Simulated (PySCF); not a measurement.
Geometry:
| atom | x (Å) | y (Å) | z (Å) |
| --- | --- | --- | --- |
| C1 | 0.607 | 1.605 | -0.128 |
| N2 | 0.552 | 0.159 | -0.196 |
| Si3 | 1.562 | -0.806 | 0.851 |
| C4 | -0.555 | -0.410 | -0.903 |
| C5 | -1.841 | -0.487 | -0.100 |
| F6 | -2.276 | 0.721 | 0.271 |
| F7 | -2.813 | -1.066 | -0.811 |
| F8 | -1.667 | -1.208 | 1.014 |
| H9 | -0.130 | 2.048 | 0.566 |
| H10 | 0.431 | 2.043 | -1.126 |
| H11 | 1.609 | 1.926 | 0.196 |
| H12 | 1.159 | -0.815 | 2.293 |
| H13 | 1.508 | -2.204 | 0.329 |
| H14 | 2.951 | -0.258 | 0.781 |
| H15 | -0.778 | 0.168 | -1.817 |
| H16 | -0.330 | -1.442 | -1.217 |

Computational details: KT3/pcSseg-1 with gauge-including orbitals, structure optimised with PBE0-D3(BJ)/def2-SVP, in PySCF (one averaged value for each set of equivalent atoms, isolated molecule, one computed conformer, no relativistic terms).

Chemical shifts δ = σref − σ; ¹³C (σref 182.31) and ¹H (σref 31.32) and ²⁹Si (σref 365.51) vs TMS; ¹⁵N (σref 262.01) against NH3; ¹⁹F (σref 149.45) vs CFCl3, all at this level.

| atoms | nucleus | count | δ (ppm) |
| --- | --- | --- | --- |
| H9/H10/H11 | ¹H | 3 | 2.71 |
| N2 | ¹⁵N | 1 | 17.5 |
| Si3 | ²⁹Si | 1 | -42.3 |
| H15/H16 | ¹H | 2 | 3.01 |
| C1 | ¹³C | 1 | 40.9 |
| F6/F7/F8 | ¹⁹F | 3 | -105.1 |
| H12/H13/H14 | ¹H | 3 | ? |
| C4 | ¹³C | 1 | ? |
| C5 | ¹³C | 1 | ? |

Q: Complete the table.

A: 
- C5: 128.8 ppm, CF3 carbon; 3 electronegative neighbours deshield it
- C4: 57.6 ppm, sp3 CH2 bonded to N; pulled downfield by the heteroatom
- H12/H13/H14: 4.58 ppm, hydrogen on a silicon bonded to N

Shifts are as computed, not scaled to solution data. Of 1309 compounds with measured shifts, 239 miss one by over three times the rms of a fit or turn the order of signals round; such compounds aren't used in these exercises. Unscaled 19F shifts against computed CFCl3 carry errors that often reach 10 to 50 ppm. Experimental scales use liquid or dissolved standards, which lie at an offset from isolated NH3 (liquid NH3: subtract about 20 ppm).
